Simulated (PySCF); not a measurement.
A structure optimised at PBE-D3(BJ)/def2-SVPD, used in a PySCF frequency run:

```xyz
7

F      0.0000    -1.6670     0.0000
P      0.0000     0.0000     0.0000
F      1.6670     0.0000     0.0000
F     -1.6670     0.0000     0.0000
F      0.0000     0.0000     1.6670
F      0.0000     1.6670     0.0000
F      0.0000     0.0000    -1.6670
```
Charge -1, spin multiplicity 1.

Write its SMILES, formula and point group.

F[P-](F)(F)(F)(F)F, F6P, Oh

What are its rotational constants (standard atomic weights)?

2.3930, 2.3930, 2.3930 GHz
